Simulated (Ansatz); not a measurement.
One change: `CC(=O)O[Si](OC(C)=O)(OC(C)=O)OC(C)=O` becomes `CC(=O)O[Si](Cl)(OC(C)=O)OC(C)=O`.

Ansatz, PBE0-D4/def2-TZVP geometries, multiplicity 1. Each molecule was computed in one conformer, which needn't be the lowest.

| property | `CC(=O)O[Si](OC(C)=O)(OC(C)=O)OC(C)=O` |
| --- | --- |
| size of the dipole moment (PBE/def2-TZVPP) / D | 0.00 |
| LUMO energy (B3LYP/def2-TZVPP) / eV | -0.53 |
| LUMO energy (ωB97M-V/def2-TZVPP) / eV | 2.03 |
| size of the dipole moment (B3LYP/def2-TZVPP) / D | 0.00 |
| size of the dipole moment (ωB97M-V/def2-TZVPP) / D | 0.00 |
| HOMO energy (PBE/def2-TZVPP) / eV | -6.56 |

Task: Give the same properties after the change, and the shifts. (Best estimate.)

Result: Computed: 
| property | `CC(=O)O[Si](Cl)(OC(C)=O)OC(C)=O` | shift |
| --- | --- | --- |
| size of the dipole moment (PBE/def2-TZVPP) / D | 2.24 | 2.24 |
| LUMO energy (B3LYP/def2-TZVPP) / eV | -0.69 | -0.16 |
| LUMO energy (ωB97M-V/def2-TZVPP) / eV | 1.85 | -0.18 |
| size of the dipole moment (B3LYP/def2-TZVPP) / D | 2.33 | 2.33 |
| size of the dipole moment (ωB97M-V/def2-TZVPP) / D | 2.34 | 2.34 |
| HOMO energy (PBE/def2-TZVPP) / eV | -6.59 | -0.03 |

With PBE0 the HOMO falls by 0.05 eV and the LUMO falls by 0.17 eV, so the gap narrows by about 0.12 eV. PBE moves the HOMO by -0.03 eV and ωB97M-V by -0.04 eV.

B3LYP here is the variant with VWN-RPA as its local correlation; programs differ in this.
